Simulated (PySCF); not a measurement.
# Löwdin shares of the frontier orbitals

Compound: CH8AlAs.
Structure used (PBE0-D3(BJ)/def2-SVP), in Å, numbered top down from 1:
```xyz
11
CH8AlAs angstrom
C     -1.823    0.328    0.178
Al    -0.487   -0.986   -0.439
As     1.754    0.312    0.092
H     -2.837   -0.096    0.071
H     -1.808    1.263   -0.405
H     -1.704    0.589    1.243
H     -0.187   -1.134   -2.009
H     -0.126   -2.240    0.496
H      2.049    0.773    1.502
H      3.061   -0.408   -0.144
H      2.115    1.601   -0.610
```

Computed with PySCF, TDDFT CAM-B3LYP/def2-SVPD, vertical, gas phase, core orbitals frozen in the response. The CAM-B3LYP/def2-SVPD calculation is non-relativistic and has no spin–orbit coupling, an omission that weighs most on arsenic.

Kohn–Sham orbitals with the atoms that hold most of them (Löwdin shares over 4%, at most four atoms; ? is withheld):

```tsv
orbital	ε (eV)	atoms
HOMO-3	-12.00	C1 48%, H4 23%, H6 12%, H5 8%
HOMO-2	-9.85	As3 41%, Al2 17%, C1 9%, H8 7%
HOMO-1	-9.03	?
HOMO	?	C1 41%, Al2 25%, H7 9%, H8 8%
LUMO	0.40	?
LUMO+1	0.63	As3 36%, Al2 21%, H10 12%, C1 7%
LUMO+2	0.84	As3 49%, H9 16%, H11 16%, Al2 8%
```

Which atoms hold the HOMO-1, and with what shares?

Al2 (bonded to As, C and 2 H) 37%; H8 (bonded to Al) 27%; H7 (bonded to Al) 27%. By element: hydrogen 55% or more, aluminium 37%.

Which atoms hold the LUMO, and with what shares?

As3 (bonded to Al and 3 H) 35%; Al2 (bonded to As, C and 2 H) 16%; H11 (bonded to As) 14%; H9 (bonded to As) 13%. By element: arsenic 35%, hydrogen 27% or more, aluminium 16%.

What is the HOMO energy, and the HOMO–LUMO gap?

ε(HOMO) = -8.91 eV; the gap is 9.31 eV (0.3423 hartree).

How does S1 compare with the orbital gap of 9.31 eV?

S1 is at 6.51 eV (f = 0.0020), 2.80 eV below the gap, made of HOMO-1→LUMO (48%), HOMO-1→LUMO+1 (36%). Its leading pair isn't HOMO and LUMO; the energies of that pair differ by 9.43 eV. 

Next come S2 at 6.54 eV (f 0.043), HOMO→LUMO (44%), HOMO→LUMO+1 (37%), HOMO→LUMO+3 (9%); S3 at 6.75 eV (f 0.060), HOMO→LUMO+1 (57%), HOMO→LUMO (36%); S4 at 6.95 eV (f 0.0065), HOMO-1→LUMO+1 (55%), HOMO-1→LUMO (24%), HOMO→LUMO+2 (10%); S5 at 7.04 eV (f 0.0063), HOMO→LUMO+2 (84%), HOMO-1→LUMO (8%).

Löwdin shares depend on the basis, the more so with diffuse functions.
